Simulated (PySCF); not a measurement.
Geometry:
| atom | x (Å) | y (Å) | z (Å) |
| --- | --- | --- | --- |
| C1 | -1.264 | 1.916 | -0.006 |
| C2 | -1.331 | 0.472 | -0.384 |
| C3 | -0.612 | -0.541 | 0.087 |
| C4 | -0.804 | -1.945 | -0.406 |
| C5 | 0.486 | -0.424 | 1.117 |
| O6 | 1.764 | -0.729 | 0.585 |
| C7 | 2.229 | 0.228 | -0.330 |
| H8 | -1.157 | 2.528 | -0.901 |
| H9 | -0.437 | 2.135 | 0.662 |
| H10 | -2.192 | 2.211 | 0.485 |
| H11 | -2.089 | 0.253 | -1.128 |
| H12 | -1.222 | -2.564 | 0.388 |
| H13 | 0.161 | -2.369 | -0.681 |
| H14 | -1.470 | -1.980 | -1.265 |
| H15 | 0.327 | -1.171 | 1.901 |
| H16 | 0.505 | 0.570 | 1.581 |
| H17 | 1.554 | 0.327 | -1.188 |
| H18 | 3.203 | -0.118 | -0.671 |
| H19 | 2.338 | 1.211 | 0.146 |

[PySCF: geometry from GFN2-xTB; PBE0/pcSseg-1 with gauge-including orbitals; a single conformation; isolated molecule; relativity neglected; rapidly exchanging positions averaged]

δ = σ(ref) − σ, references computed at the same level: TMS for 13C (σ = 186.93 ppm).

Task: Do the 13C shifts follow the atomic charges (in e)? Tabulate both.

Result: 
```csv
atoms,hybridisation,δ (ppm),σ para (ppm),Hirshfeld,IAO,Mulliken,ESP-fitted
C3,sp2,139.2,-215,-0.00,-0.02,-0.45,+0.12
C2,sp2,133.3,-202,-0.05,-0.15,-0.14,-0.09
C5,sp3,71.3,-130,+0.00,-0.06,+0.16,-0.18
C7,sp3,56.9,-117,-0.05,-0.20,-0.02,-0.12
C4,sp3,24.8,-85,-0.12,-0.42,-0.15,-0.57
C1,sp3,16.6,-78,-0.12,-0.42,-0.20,-0.47
```

Correlation coefficients of δ with charge over these carbons: Hirshfeld +0.75, IAO +0.83, Mulliken -0.36, ESP-fitted +0.89; with the paramagnetic shielding -1.00. Among the 4 sp3 carbons alone: Hirshfeld +0.98, IAO +0.99, Mulliken +0.97, ESP-fitted +0.90. With so few points, grouped by hybridisation, these coefficients are fragile. Charge is one influence among several: hybridisation and low-lying excitations act through the paramagnetic term.

Shifts are as computed. Against solution values, carbons near 30 ppm lie about +3 ppm off and those near 130 ppm about +5 ppm. Of 1211 compounds with measured shifts, 218 miss one by over three times the rms of a fit or turn the order of signals round; such compounds aren't used in these exercises.
